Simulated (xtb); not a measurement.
A run for xtb: GFN2-xTB on As2BH5 (SMILES [AsH2]B[AsH2]), a point of a torsion scan.

```
$ xtb mol.xyz --gfn 2 --opt vtight --chrg 0 --uhf 0 --input xcontrol
8

As     1.72453827     0.28190661    -0.14275033
B      0.07023676    -0.85450928     0.11529941
As    -1.65567348    -0.15921858     0.94824157
H      1.40367776     1.77509294    -0.36350736
H      2.78481101     0.03880232     0.97971964
H     -0.00177120    -1.84995241    -0.51830305
H     -1.58108869     1.38705345     1.01971482
H     -1.94813808    -0.82287227     2.32679367
$constrain
  force constant=1.0
  dihedral: 4,1,2,3,330.0
$end
```

The log:

```
[...]
           -------------------------------------------------
          |                Calculation Setup                |
           -------------------------------------------------



           -------------------------------------------------
          |                 G F N 2 - x T B                 |
           -------------------------------------------------

        Reference                      10.1021/acs.jctc.8b01176
      * Hamiltonian:
        H0-scaling (s, p, d)           1.850000    2.230000    2.230000
        zeta-weighting                 0.500000
      * Dispersion:
        s8                             2.700000
        a1                             0.520000
        a2                             5.000000
        s9                             5.000000
      * Repulsion:
        kExp                           1.500000    1.000000
        rExp                           1.000000
      * Coulomb:
        alpha                          2.000000
        third order                    shell-resolved
        anisotropic                    true
        a3                             3.000000
        a5                             4.000000
        cn-shift                       1.200000
        cn-exp                         4.000000
        max-rad                        5.000000


          ...................................................
          :                      SETUP                      :
          :.................................................:
          :  # basis functions                  29          :
          :  # atomic orbitals                  27          :
          :  # shells                           13          :
          :  # electrons                        18          :
          :  max. iterations                   250          :
          :  Hamiltonian                  GFN2-xTB          :
          :  restarted?                      false          :
          :  GBSA solvation                  false          :
          :  PC potential                    false          :
          :  electronic temp.          300.0000000     K    :
          :  accuracy                    1.0000000          :
          :  -> integral cutoff          0.2500000E+02      :
          :  -> integral neglect         0.1000000E-07      :
          :  -> SCF convergence          0.1000000E-05 Eh   :
          :  -> wf. convergence          0.1000000E-03 e    :
          :  Broyden damping             0.4000000          :
          :  net charge                          0          :
          :  unpaired electrons                  0          :
          ...................................................

 iter      E             dE          RMSdq      gap      omega  full diag
   1     -7.9262081 -0.792621E+01  0.120E+01    2.83       0.0  T
   2     -7.0325695  0.893639E+00  0.189E+01    0.38       1.0  T
   3     -8.3449880 -0.131242E+01  0.652E+00    1.62       1.0  T
   4     -8.4241934 -0.792054E-01  0.449E+00    1.11       1.0  T
   5     -8.4151741  0.901925E-02  0.237E+00    1.24       1.0  T
   6     -8.4222117 -0.703756E-02  0.159E+00    0.82       1.0  T
   7     -8.4299674 -0.775566E-02  0.392E-01    0.96       1.0  T
   8     -8.4301079 -0.140516E-03  0.239E-01    0.99       1.0  T
   9     -8.4300760  0.318489E-04  0.173E-01    0.99       1.0  T
  10     -8.4301181 -0.420296E-04  0.116E-01    1.00       1.0  T
  11     -8.4301456 -0.275872E-04  0.291E-02    1.02       1.2  T
  12     -8.4301458 -0.159759E-06  0.107E-02    1.02       3.3  T
  13     -8.4301461 -0.290938E-06  0.372E-03    1.02       9.5  T
  14     -8.4301461 -0.690148E-08  0.190E-03    1.02      18.7  T
  15     -8.4301461 -0.471828E-08  0.457E-04    1.02      77.3  T
  16     -8.4301461 -0.527708E-09  0.814E-05    1.02     434.5  T

   *** convergence criteria satisfied after 16 iterations ***

         #    Occupation            Energy/Eh            Energy/eV
      -------------------------------------------------------------
         1        2.0000           -0.5944693             -16.1763
       ...           ...                  ...                  ...
         3        2.0000           -0.4933060             -13.4235
         4        2.0000           -0.4570378             -12.4366
         5        2.0000           -0.4495299             -12.2323
         6        2.0000           -0.4213671             -11.4660
         7        2.0000           -0.4189989             -11.4015
         8        2.0000           -0.3696495             -10.0587
         9        2.0000           -0.3283028              -8.9336 (HOMO)
        10                         -0.2908413              -7.9142 (LUMO)
        11                         -0.1516995              -4.1280
        12                         -0.1410105              -3.8371
        13                         -0.1345516              -3.6613
        14                         -0.1092055              -2.9716
       ...                 
[...]
-----------------------------------------------------------
                  HL-Gap            0.0840167 Eh            2.2862 eV
             Fermi-level           -0.3184071 Eh           -8.6643 eV

 SCC (total)                   0 d,  0 h,  0 min,  0.006 sec
 SCC setup                      ...        0 min,  0.000 sec (  1.919%)
 Dispersion                     ...        0 min,  0.000 sec (  0.639%)
 classical contributions        ...        0 min,  0.000 sec (  0.252%)
 integral evaluation            ...        0 min,  0.001 sec ( 22.427%)
 iterations                     ...        0 min,  0.001 sec ( 24.630%)
 molecular gradient             ...        0 min,  0.003 sec ( 45.217%)
 printout                       ...        0 min,  0.000 sec (  4.241%)

         :::::::::::::::::::::::::::::::::::::::::::::::::::::
         ::                     SUMMARY                     ::
         :::::::::::::::::::::::::::::::::::::::::::::::::::::
         :: total energy              -8.463354052851 Eh    ::
         :: gradient norm              0.001476772640 Eh/a0 ::
         :: HOMO-LUMO gap              2.286210726283 eV    ::
         ::.................................................::
         :: SCC energy                -8.502816688682 Eh    ::
         :: -> isotropic ES            0.011288581384 Eh    ::
         :: -> anisotropic ES         -0.000734887366 Eh    ::
         :: -> anisotropic XC         -0.000377568611 Eh    ::
         :: -> dispersion             -0.005206413186 Eh    ::
         :: repulsion energy           0.039437120500 Eh    ::
         :: add. restraining           0.000025515331 Eh    ::
         :: total charge              -0.000000000000 e     ::
         :::::::::::::::::::::::::::::::::::::::::::::::::::::

           -------------------------------------------------
          |                Property Printout                |
           -------------------------------------------------

    * Orbital Energies and Occupations

         #    Occupation            Energy/Eh            Energy/eV
      -------------------------------------------------------------
         1        2.0000           -0.5977537             -16.2657
         2        2.0000           -0.5951104             -16.1938
         3        2.0000           -0.4911232             -13.3641
         4        2.0000           -0.4430939             -12.0572
         5        2.0000           -0.4348047             -11.8316
         6        2.0000           -0.4208174             -11.4510
         7        2.0000           -0.4142581             -11.2725
         8        2.0000           -0.4005355             -10.8991
         9        2.0000           -0.3604155              -9.8074 (HOMO)
        10                         -0.2763988              -7.5212 (LUMO)
        11                         -0.1682570              -4.5785
        12                         -0.1589242              -4.3245
        13                         -0.1321242              -3.5953
        14                         -0.1001939              -2.7264
        15                         -0.0016000              -0.0435
        16                          0.0147660               0.4018
        17                          0.0754873               2.0541
        18                          0.0930507               2.5320
        19                          0.0974612               2.6521
        20                          0.1099264               2.9912
       ...                                ...                  ...
        27                          0.9687581              26.3613
      -------------------------------------------------------------
                  HL-Gap            0.0840167 Eh            2.2862 eV
             Fermi-level           -0.3184071 Eh           -8.6643 eV

     #   Z          covCN         q      C6AA      α(0)
     1  33 As       2.917     0.040   213.072    26.751
     2   5 B        2.833     0.207    18.151     7.115
     3  33 As       2.920     0.036   213.183    26.757
     4   1 H        0.970    -0.050     4.072     3.154
     5   1 H        0.971    -0.032     3.677     2.997
     6   1 H        0.935    -0.124     6.492     3.984
     7   1 H        0.970    -0.048     4.025     3.135
     8   1 H        0.971    -0.030     3.616     2.972

 Mol. C6AA /au·bohr⁶  :       1915.760902
 Mol. C8AA /au·bohr⁸  :     101697.420046
 Mol. α(0) /au        :         76.864747


Wiberg/Mayer (AO) data.
largest (>0.10) Wiberg bond orders for each atom

 ---------------------------------------------------------------------------
     #   Z sym  total        # sym  WBO       # sym  WBO       # sym  WBO
 ---------------------------------------------------------------------------
     1  33 As   2.952 --     2 B    1.031     4 H    0.971     5 H    0.939
     2   5 B    3.194 --     3 As   1.077     1 As   1.031     6 H    0.954
     3  33 As   2.988 --     2 B    1.077     7 H    0.969     8 H    0.926
     4   1 H    0.998 --     1 As   0.971
     5   1 H    0.999 --     1 As   0.939
     6   1 H    0.985 --     2 B    0.954
     7   1 H    0.998 --     3 As   0.969
     8   1 H    0.999 --     3 As   0.926
 ---------------------------------------------------------------------------

Topologies differ in total number of bonds
Writing topology from bond orders to xtbtopo.mol

molecular dipole:
                 x           y           z       tot (Debye)
 q only:       -0.039      -0.088      -0.186
   full:       -0.056      -0.308       0.000       0.795
molecular quadrupole (traceless):
                xx          xy          yy          xz          yz          zz
 q only:        1.188      -0.420      -1.450       0.080      -0.367       0.262
  q+dip:       -6.487       0.038       3.070       3.122      -0.330       3.417
   full:       -7.383       0.143       2.587       3.638      -1.235       4.796

           -------------------------------------------------
          |                Geometry Summary                 |
           -------------------------------------------------

      molecular mass/u    :      165.6939209
   center of mass at/Å    :        0.0522530      -0.0135290       0.2576099
  moments of inertia/u·Å² :        0.2102629E+02   0.5028839E+03   0.5148272E+03
rotational constants/cm⁻¹ :        0.8017407E+00   0.3352192E-01   0.3274425E-01

 * 7 selected distances

     #   Z          #   Z                                           value/Å
     1  33 As       2   5 B                                       2.0271421 (max)
     2   5 B        3  33 As                                      2.0050770
     1  33 As       4   1 H                                       1.5147596
     1  33 As       5   1 H                                       1.5087440
     2   5 B        6   1 H                                       1.1803731 (min)
     3  33 As       7   1 H                                       1.5118191
     3  33 As       8   1 H                                       1.5063377

 * 3 distinct bonds (by element types)

   Z      Z             #   av. dist./Å        max./Å        min./Å
   1 H    5 B           1     1.1803731     1.1803731     1.1803731
   1 H   33 As          4     1.5104151     1.5147596     1.5063377
   5 B   33 As          2     2.0161095     2.0271421     2.0050770


optimized geometry written to: xtbopt.xyz


           -------------------------------------------------
          | TOTAL ENERGY               -8.463354052851 Eh   |
          | GRADIENT NORM               0.001476772640 Eh/α |
          | HOMO-LUMO GAP               2.286210726283 eV   |
           -------------------------------------------------

------------------------------------------------------------------------
------------------------------------------------------------------------
 total:
Note: The following floating-point exceptions are signalling: IEEE_UNDERFLOW_FLAG IEEE_DENORMAL
normal termination of xtb
 SCF:
 ANC optimizer:
```

The run finished.

Warnings raised: the energy holds the restraint's term.

Cost: roughly 0.6 core-seconds.
